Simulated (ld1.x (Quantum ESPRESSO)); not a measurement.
## LDA (PZ) PAW dataset for europium, scalar-relativistic all-electron reference.

* Element: Eu (Z = 63)
* Generator: ld1.x (Quantum ESPRESSO) 7.5
* Type: PAW
* Functional: LDA (PZ)
* Relativity: scalar-relativistic
* Frozen core: [Kr] 4d10
* Valence charge: 17
* Reference configuration: 4f7 5s2 5p6 5d0 6s1 6p0 (charge +1)
* Partial waves: 5s (bound): rcut 1.75, rcutus 2.05 bohr; 6s (bound): rcut 1.75, rcutus 2.05 bohr; 5p (bound): rcut 2.60, rcutus 2.75 bohr; 6p (bound, empty): rcut 2.60, rcutus 2.75 bohr; 5d (bound, empty): rcut 3.05, rcutus 3.60 bohr; 5d channel at 0.35 Ry: rcut 3.05, rcutus 3.60 bohr; 4f (bound): rcut 1.00, rcutus 1.20 bohr; 4f channel at -0.35 Ry: rcut 1.00, rcutus 1.20 bohr
* Local potential: all-electron potential smoothed inside 1.50 bohr (lloc = -1)
* Core correction: Bessel-smoothed model core inside 0.95 bohr
* Augmentation charge: BESSEL, radius 0.80 bohr

All-electron outer shells of the reference configuration (LDA (PZ), scalar-relativistic, ld1.x):

```tsv
shell	level (eV)	outermost node (bohr)	outermost maximum (bohr)
4p	-264.01	0.30	0.55
4d	-140.95	0.27	0.57
5s	-51.12	0.67	1.23
5p	-30.18	0.72	1.39
4f	-9.18	–	0.59
6s	-8.79	1.66	3.34
5d	-7.37	0.82	2.11
6p	-5.48	1.99	4.29
```

**Question.** Is the overlap operator S = 1 + Σ q|β⟩⟨β| positive definite (Bessel basis up to 400 Ry)?

**Answer.** No: its lowest eigenvalue is -2.299, in the d channel, so the generalised eigenproblem breaks down once the basis is large enough.

Its largest configuration-test error is -4.5 meV (4f7 5s2 5p6 5d0 6s0 6p0). Test run stopped at test 3 of 9 (negative rho).

The ghost test of this file was not conclusive. Its overlap operator is not positive definite in a basis up to 400 Ry (lowest eigenvalue p -0.35, d -2.30), so the file is unfit for use: the generalised eigenproblem breaks down once the basis is large enough, and its test numbers describe a broken file.
